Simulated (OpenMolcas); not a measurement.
# Multiconfigurational calculation on Er3+

Er3+ with 4 ligands (chloride) in tetrahedral coordination (Td) at 2.52 Å. A charge of +0.25 e stands 3.2 Å behind each ligand. Ligand basis ANO-RCC-VDZP.

Input:

```
&GATEWAY
Coord
5

Er 0.0 0.0 0.0
Cl 1.454923 1.454923 1.454923
Cl 1.454923 -1.454923 -1.454923
Cl -1.454923 1.454923 -1.454923
Cl -1.454923 -1.454923 1.454923
Basis=Er.ANO-RCC-VDZP,Cl.ANO-RCC-VDZP
Group=NoSym
NoMove
AngMom=0.0 0.0 0.0
AMFI
RICD
XField
4 Angstrom 0
3.302444 3.302444 3.302444 0.250000
3.302444 -3.302444 -3.302444 0.250000
-3.302444 3.302444 -3.302444 0.250000
-3.302444 -3.302444 3.302444 0.250000
&SEWARD
&RASSCF
FileOrb=start.orb
Symmetry=1
Spin=4
nActEl=11 0 0
Inactive=63
Ras2=7
CIRoot=35 35 1
SDav=35
CIMx=300
Iter=150 100
PrWF=0.3
OrbListing=Nothing
MaxOrb=0
LevShft=1.0
>>> COPY $Project.JobIph JOB001
&RASSCF
FileOrb=start.orb
Symmetry=1
Spin=2
nActEl=11 0 0
Inactive=63
Ras2=7
CIRoot=112 112 1
SDav=112
CIMx=300
Iter=150 100
PrWF=0.3
OrbListing=Nothing
MaxOrb=0
CIOnly
LevShft=1.0
>>> COPY $Project.JobIph JOB002
&RASSI
NrOfJobIphs=2 30 35
1 2 3 4 5 6 7 8 9 10 11 12 13 14 15 16 17 18 19 20 21 22 23 24 25 26 27
28 29 30
1 2 3 4 5 6 7 8 9 10 11 12 13 14 15 16 17 18 19 20 21 22 23 24 25 26 27
28 29 30 31 32 33 34 35
IphNames
JOB001
JOB002
EJob
SpinOrbit
DIPRint=1.0
SOCoupling=1000.0
Subsets=2
Property=9
'ANGMOM' 1 'ANGMOM' 2 'ANGMOM' 3 'MLTPL  1' 1 'MLTPL  1' 2 'MLTPL  1' 3
'AMFI' 1 'AMFI' 2 'AMFI' 3
SOProperty=3
'ANGMOM' 1 'ANGMOM' 2 'ANGMOM' 3
```

Launched by
```bash
OMP_NUM_THREADS=1 MOLCAS_MEM=2457 MOLCAS_PROJECT=a pymolcas a.inp > a.log  # once for each step of the input, in one work folder
```

A driver script runs the steps one by one and writes start.orb anew before each from the orbitals found so far, so a CI-only block uses the converged orbitals of the first block.

Output, cut to the results:

```
--- SEWARD ---
Basis set label: ER.ANO-RCC...7S6P4D2F1G.

      Electronic valence basis set:
      ------------------
      Associated Effective Charge  68.000000 au
      Associated Actual Charge     68.000000 au
      Nuclear Model: Point charge

      Shell  nPrim  nBasis  Cartesian Spherical Contaminant
         s      25       7        X
         p      22       6        X
         d      15       4                 X
         f      11       2                 X
         g       4       1                 X
                  Relativistic Douglas-Kroll-Hess integrals:
                    - DKH order of Hamiltonian: 2
                    - DKH order of Properties : 0
                  Atomic mean-field integrals
--- RASSCF ---
Wave function specifications:
      -----------------------------

      Number of closed shell electrons         126
      Number of electrons in active shells      11
      Max number of holes in RAS1 space          0
      Max nr of electrons in RAS3 space          0
      Number of inactive orbitals               63
      Number of active orbitals                  7
      Number of secondary orbitals              70
      Spin quantum number                      1.5
      State symmetry                             1
Orbital specifications:
      -----------------------

      Symmetry species                           1
                                                 a
      Frozen orbitals                            0
      Inactive orbitals                         63
      Active orbitals                            7
      RAS1 orbitals                              0
      RAS2 orbitals                              7
      RAS3 orbitals                              0
      Secondary orbitals                        70
      Deleted orbitals                           0
      Number of basis functions                140
      Number of CSFs                            35
      Number of root(s) required                35
      Iter CI   SX   CI       RASSCF       Energy    max ROT     max BLB   max BLB  Level Ln srch  Step   QN
          iter iter root      energy       change     param      element    value   shift minimum  type update
 Nr of preliminary CI iterations:   1
      Total energies have been shifted. Add               -14000.00 au
        1   1    9    0  -918.05271256    0.00E+00  -4.09E-02   67  79 1  3.40E-01*  1.73   0.00    SX    NO
        2   1    9    0  -918.37608146   -3.23E-01*  2.06E-02   65  77 1 -1.40E-01*  1.22   0.00    SX    NO
        3   1    9    0  -918.49641304   -1.20E-01*  1.44E-02   69  81 1  7.53E-02*  1.31   0.00    SX    NO
        4   1    9    0  -918.53656263   -4.01E-02* -1.03E-02   65  77 1 -5.30E-02*  1.16   0.00    SX    NO
        5   1    9    0  -918.55405220   -1.75E-02*  1.47E-02   67  79 1  3.07E-02*  1.20   1.41    QN   YES
        6   1    9    0  -918.56596799   -1.19E-02* -6.20E-03   67  79 1  1.53E-02*  1.15   1.35    QN   YES
        7   1    8    0  -918.56799129   -2.02E-03* -1.57E-03   27  95 1 -4.31E-03*  1.13   1.29    QN   YES
        8   1    8    0  -918.56842114   -4.30E-04* -6.39E-04   36 101 1  1.87E-03*  1.13   1.41    LS   YES
        9   1    8    0  -918.56846090   -3.98E-05*  4.66E-04   57 132 1 -2.65E-03*  1.13   1.01    QN   YES
       10   1    7    0  -918.56851066   -4.98E-05*  2.96E-04   30 105 1 -1.38E-03*  1.13   1.64    LS   YES
       11   1    7    0  -918.56851957   -8.91E-06*  1.73E-04   25  93 1  6.44E-04*  1.13   1.00    QN   YES
       12   1    7    0  -918.56852655   -6.98E-06*  1.62E-04   27  95 1  3.13E-04*  1.13   1.94    LS   YES
       13   1    7    0  -918.56852869   -2.14E-06*  5.50E-05   57 132 1  4.18E-04*  1.13   1.00    QN   YES
       14   1    6    0  -918.56852946   -7.76E-07*  8.24E-05   57 132 1  2.31E-04*  1.13   2.50    LS   YES
       15   1    6    0  -918.56852989   -4.22E-07* -1.46E-05   18 104 1 -1.70E-04*  1.13   0.96    QN   YES
       16   1    5    0  -918.56852996   -7.00E-08* -1.59E-05   22  99 1  3.78E-05   1.13   2.09    LS   YES
       17   1    5    0  -918.56852998   -2.14E-08* -9.52E-06   18 104 1  1.28E-04*  1.13   0.85    QN   YES
       18   1    5    0  -918.56852999   -1.49E-08* -1.43E-05   18 104 1  3.88E-05   1.13   2.50    LS   YES
       19   1    5    0  -918.56852999   -2.13E-09   3.15E-06   18 104 1 -9.51E-05   1.13   0.59    QN   YES
      Convergence after 19 iterations
...
--- RASSI ---
SPIN-FREE ENERGIES:
  (Shifted by EMIN (a.u.) =     -14918.6510236642)

 SF State       Relative EMIN(au)   Rel lowest level(eV)    D:o, cm**(-1)

     1             0.0000000000        0.0000000000              0.0000
     2             0.0000000000        0.0000000000              0.0000
     3             0.0000000000        0.0000000000              0.0000
     4             0.0000327254        0.0008905023              7.1824
     5             0.0000327254        0.0008905023              7.1824
     6             0.0003270691        0.0089000024             71.7834
     7             0.0003270691        0.0089000024             71.7834
     8             0.0003270691        0.0089000024             71.7834
     9             0.0003370241        0.0091708920             73.9682
    10             0.0003370241        0.0091708920             73.9682
    11             0.0003370241        0.0091708920             73.9682
    12             0.0003697946        0.0100626237             81.1605
    13             0.0003933480        0.0107035437             86.3299
    31             0.0809740947        2.2034173667          17771.7596
    32             0.0809740947        2.2034173667          17771.7596
    33             0.0809740947        2.2034173667          17771.7596
    34             0.0809882042        2.2038013064          17774.8563
    35             0.0809882042        2.2038013064          17774.8563
    36             0.0811019942        2.2068976881          17799.8303
    37             0.0811019942        2.2068976881          17799.8303
    38             0.0811019942        2.2068976881          17799.8303
    39             0.0811169042        2.2073034120          17803.1027
    40             0.0811169042        2.2073034120          17803.1027
    41             0.0811169042        2.2073034120          17803.1027
    14             0.0823961352        2.2421130595          18083.8614
...
```

Spin-orbit levels above the lowest (labels of Td):

```json
{"E (cm-1)": "0.0", "Degeneracy": "2", "Label": "Γ6", "2S+1": "4", "g": "6.78 6.78 6.78"}
{"E (cm-1)": "0.4", "Degeneracy": "2", "Label": "Γ7", "2S+1": "4", "g": "5.98 5.98 5.98"}
{"E (cm-1)": "3.4", "Degeneracy": "4", "Label": "Γ8", "2S+1": "4", "g": ""}
{"E (cm-1)": "54.1", "Degeneracy": "4", "Label": "Γ8", "2S+1": "4", "g": ""}
{"E (cm-1)": "56.3", "Degeneracy": "4", "Label": "Γ8", "2S+1": "4", "g": ""}
{"E (cm-1)": "6642", "Degeneracy": "4", "Label": "Γ8", "2S+1": "4", "g": ""}
{"E (cm-1)": "6645", "Degeneracy": "2", "Label": "Γ6", "2S+1": "4", "g": "2.55 2.55 2.55"}
{"E (cm-1)": "6668", "Degeneracy": "2", "Label": "Γ6", "2S+1": "4", "g": "3.28 3.28 3.28"}
{"E (cm-1)": "6672", "Degeneracy": "4", "Label": "Γ8", "2S+1": "4", "g": ""}
{"E (cm-1)": "6677", "Degeneracy": "2", "Label": "Γ7", "2S+1": "4", "g": "5.52 5.52 5.52"}
{"E (cm-1)": "10750", "Degeneracy": "4", "Label": "Γ8", "2S+1": "4 (89 %)", "g": ""}
{"E (cm-1)": "10761", "Degeneracy": "2", "Label": "Γ6", "2S+1": "4 (89 %)", "g": "3.58 3.58 3.58"}
{"E (cm-1)": "10766", "Degeneracy": "4", "Label": "Γ8", "2S+1": "4 (89 %)", "g": ""}
{"E (cm-1)": "10769", "Degeneracy": "2", "Label": "Γ7", "2S+1": "4 (89 %)", "g": "3.58 3.58 3.58"}
{"E (cm-1)": "13373", "Degeneracy": "2", "Label": "Γ7", "2S+1": "4 (76 %)", "g": "2.89 2.89 2.89"}
{"E (cm-1)": "13409", "Degeneracy": "4", "Label": "Γ8", "2S+1": "4 (76 %)", "g": ""}
{"E (cm-1)": "13425", "Degeneracy": "4", "Label": "Γ8", "2S+1": "4 (76 %)", "g": ""}
{"E (cm-1)": "18890", "Degeneracy": "2", "Label": "Γ7", "2S+1": "4 (74 %)", "g": "4.44 4.44 4.44"}
{"E (cm-1)": "18891", "Degeneracy": "4", "Label": "Γ8", "2S+1": "4 (74 %)", "g": ""}
{"E (cm-1)": "18909", "Degeneracy": "4", "Label": "Γ8", "2S+1": "4 (74 %)", "g": ""}
```

High states are left out of the spin-orbit mixing, which shifts the levels that they would mix with. Without dynamic correlation the ligand-field splitting of an f shell can come out too small, at times by half. The first state left out of the spin-orbit step lies near 33000 cm-1 above the lowest spin-free state of the reference (among the parities and spins computed), and the lists stop at four fifths of that energy or lower. No measured value stands beside these numbers; the geometry was imposed, not optimised, and the real ion may take another.

The RASSCF and RASSI steps took 40 s on 1 thread of AMD EPYC 9R45 96-Core Processor (Zen 5), on a shared host; the integral step is not counted.
